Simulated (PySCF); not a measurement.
ZrOCl, SMILES [O]=[Zr][Cl] (connectivity only; charge and spin as stated), neutral, multiplicity 2.

Geometry: B3LYP-D3(BJ)/def2-TZVP. The multiplicity is an assumed one; other spin states were not compared. The def2 effective core potentials stand for the cores of Zr; spin–orbit coupling is left out.

These are PySCF with B3LYP-D3(BJ)/def2-TZVP values and carry that method's errors.

Frequencies are harmonic and unscaled.

| mode | ν (cm⁻¹) | IR (km/mol) | moving atoms (share of kinetic energy) |
|---|---|---|---|
| 1 | 175 | 7.2 | O 66 %, Cl 21 %, Zr 13 % |
| 2 | 383 | 74.4 | Cl 69 %, Zr 30 % |
| 3 | 967 | 204.8 | O 85 %, Zr 15 % |
